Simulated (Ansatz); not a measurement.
Reaction (formal loss of a carbene): `CBC[SiH2]C` → `CB[SiH2]C` + `[CH2]` (triplet)

Calculated with Ansatz (gas phase, PBE0-D4/def2-TZVP geometries, no zero-point term in ΔE). CCSD(T)/CBS is the MP2 limit (def2-TZVPP, def2-QZVPP) plus CCSD(T) − MP2 in def2-TZVPP, frozen cores. This one scheme is used for every species. Functionals use def2-TZVPP. B3LYP here is the variant with VWN-RPA as its local correlation; programs differ in this. Triplets are unrestricted, without spin–orbit coupling. Each species was taken in one conformer, which may not be the lowest.

```csv
level,ΔE (kcal/mol)
r2SCAN-D4,120.1
B3LYP-D4,122.9
ωB97X-V,126.9
B2PLYP,122.9
B3LYP,120.1
HF/def2-TZVPP,89.1
HF/def2-QZVPP,89.2
HF/CBS(def2),89.2
```

Question: What does CCSD(T)/CBS give? (Estimate.)

Answer: The calculation gave: +125.3 kcal/mol. The listed levels differ from it by -5.2, -2.4, 1.6, -2.4, -5.2, -36.2, -36.1, -36.1 kcal/mol.

Largest T1 diagnostic among the species: 0.011.

From PBE to PBE0 (25 % exact exchange), in def2-TZVPP and without D4, ΔE moves by −1.2 kcal/mol. The D4 term adds +2.8 kcal/mol with B3LYP and +1.5 kcal/mol with PBE0; it sums over pairs of atoms, weighted by their polarisabilities, and B3LYP, whose exchange is more repulsive, gets the larger term. In def2-TZVPP, CCSD(T) changes the Hartree–Fock value by +33.3 kcal/mol (the triples alone add +2.9 kcal/mol) and MP2 by +38.4 kcal/mol.
